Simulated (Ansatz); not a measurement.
CdCl, multiplicity 2 (lowest of 2S+1 = 2, 4 at CCSD(T)/def2-TZVPP on PBE0 minima; our sources give no spin for the ground state, which may be another), most abundant isotopes (113.9034 and 34.9689 u). Constants from fifth-degree fits in 1/R to seven points on the lowest solution found; no spin–orbit coupling, no relativity up to Kr; ω_e x_e and α_e move by some per cent with the fit.

Correlated levels freeze the inner cores; with def2 sets outer-core shells near the valence are correlated too. CBS: X⁻³ extrapolation of the correlation energy, Hartree–Fock from the larger set.

The values were computed with Ansatz (an electronic-structure program).  In def2 rows elements past Kr take small-core potentials, without spin–orbit coupling.

| level | r_e (Å) | ω_e (cm⁻¹) | ω_e x_e (cm⁻¹) | α_e (cm⁻¹) |
|---|---|---|---|---|
| PBE/def2-TZVPP | 2.3832 | 290.4 | 1.49 | 0.000680 |
| CCSD(T)/CBS(def2-TZVPP, def2-QZVPP) | 2.3388 | 334.5 | 1.26 | 0.000570 |

### Question
Derive the rotational constants, the centrifugal constant, the fundamental, the zero-point energy and the force constant.

### Answer

μ = 26.75496 u.
- PBE/def2-TZVPP: B_e = 16.8576/(μ r_e²) = 0.11094 cm⁻¹; B₀ = B_e − α_e/2 = 0.11060 cm⁻¹; D = 4B_e³/ω_e² = 6.48e-08 cm⁻¹; fundamental ω_e − 2ω_e x_e = 287 cm⁻¹; zero-point energy ω_e/2 − ω_e x_e/4 = 145 cm⁻¹; k = μ(2πcω_e)² = 133 N/m
- CCSD(T)/CBS(def2-TZVPP, def2-QZVPP): B_e = 16.8576/(μ r_e²) = 0.11519 cm⁻¹; B₀ = B_e − α_e/2 = 0.11490 cm⁻¹; D = 4B_e³/ω_e² = 5.46e-08 cm⁻¹; fundamental ω_e − 2ω_e x_e = 332 cm⁻¹; zero-point energy ω_e/2 − ω_e x_e/4 = 167 cm⁻¹; k = μ(2πcω_e)² = 176 N/m
